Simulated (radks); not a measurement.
Results of a calculation; reference values are marked as such.
Question: The mean radii <r> (bohr) of the occupied orbitals of an atom or ion are listed with their occupations. Code: a radial shooting solver on a logarithmic mesh with Libxc functionals. Model: Dirac Kohn-Sham, PBE, spin-unpolarised, spherical densities, finite nucleus; Fermi nuclear charge, rms radius of each element as measured or else 0.836 A^(1/3) + 0.57 fm.

orbital  occ.      <r>
1s1/2       2  0.01899
2s1/2       2  0.07978
2p1/2       2  0.06612
2p3/2       4  0.07385
3s1/2       2   0.2081
3p1/2       2   0.1980
3p3/2       4   0.2124
3d3/2       4   0.1863
3d5/2       6   0.1907
4s1/2       2   0.4653
4p1/2       2   0.4708
4p3/2       4   0.5021
4d3/2       4   0.5179
4d5/2       6   0.5282
5s1/2       2    1.003
4f5/2       5   0.5762
4f7/2       6   0.5820
5p1/2       1    1.059

Name the element and its charge.

Answer: Z = 72, hafnium, charge +12: Hf12+ in [Kr] 4d10 4f(5/2: 5, 7/2: 6) 5s2 5p(1/2: 1, 3/2: 0). The 1s radius gives Z: for a bare nucleus <r> = (2 gamma + 1)/(2Z) with gamma = sqrt(1 - (Z/c)^2), 0.01876 bohr for Z = 72, and screening makes it slightly larger (0.01899 here). The occupations add up to 60, and the charge is Z minus that.
